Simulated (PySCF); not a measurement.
C$_{2}$H$_{5}$O (SMILES C[CH]O), doublet, at a GFN2-xTB geometry. Base run: HF/def2-SVP in PySCF.

PySCF was given this input:
```python
from pyscf import gto, scf

mol = gto.Mole()
mol.atom = '''
    C    -1.22003785   -0.15018634    0.22165959
    C     0.18174770    0.29955908    0.36369331
    O     1.07789729   -0.19148884   -0.56006942
    H    -1.71996174   -0.14101452    1.18910887
    H    -1.79804751    0.49294177   -0.45494149
    H    -1.23390671   -1.15812005   -0.18589083
    H     0.41541138    1.23769409    0.84206121
    H     1.94306715    0.20417300   -0.42189986
'''
mol.basis = 'def2-svp'
mol.spin = 1
mol.verbose = 4
mol.build()

mf = scf.UHF(mol)
mf.kernel()
mo_i, mo_e, stable_i, stable_e = mf.stability(internal=True, external=True, return_status=True, nroots=6, tol=1e-6)
print('internally stable:', stable_i, ' externally stable:', stable_e)
if not stable_i:
    umf = mf.copy()
    umf.scf_summary = {}
    umf.kernel(umf.make_rdm1(mo_i, mf.mo_occ))
```

The bond that is stretched is that between atoms 5 and 1. A test that says stable can miss a lower solution.

Each row names what was changed in the base input (with any setting that the change needs).

```csv
change,ΔE vs base (kcal/mol),<S^2>,E after following the instability (Eh),<S^2> there,stability test says
base,0.000,0.761,-,-,stable
bond × 1.25,18.05,0.773,-,-,stable
bond × 1.5,44.01,0.927,-,-,stable
bond × 1.8,59.21,1.178,-,-,stable
bond × 2.2,77.2,0.768,-153.22708,1.29,internal instability
bond × 3.0,74.9,0.750,-153.23693,1.32,internal instability
```

On stretching, the SCF can end on different states; <S^2> shows the spin contamination of each.
